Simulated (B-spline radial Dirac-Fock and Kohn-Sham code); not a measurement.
## Core-level shifts of silicon with charge state

These are calculated numbers from an atomic code on a B-spline grid; the model is Dirac-Fock energy differences between relaxed states, corrected for Breit and QED terms. Each ion is free and in its tabulated ground configuration. No correlation.

Reference: Si, [Ne] 3s2 3p2, with K 1848.7 eV, L1 161.4 eV, L2 108.4 eV, L3 107.9 eV, M1 14.01 eV. Shifts from it, in eV (a dash: the subshell is empty, belongs to an open shell averaged over j, or its hole state is left out as unreliable):

```
 ion  configuration      K     L1     L2     L3     M1
 Si⁺   [Ne] 3s2 3p1      ?      ?      ?      ?      ?
Si²⁺       [Ne] 3s2  +25.4  +24.2  +24.1  +24.1  +18.0
Si³⁺       [Ne] 3s1      –      –  +40.0  +39.9  +30.7
Si⁴⁺   [He] 2s2 2p6  +60.7  +56.6  +57.4  +57.3      –
```

Question: Give the missing shifts for Si⁺.

Answer: K +11.5, L1 +11.1, L2 +11.0, L3 +11.0, M1 +8.4 (eV).
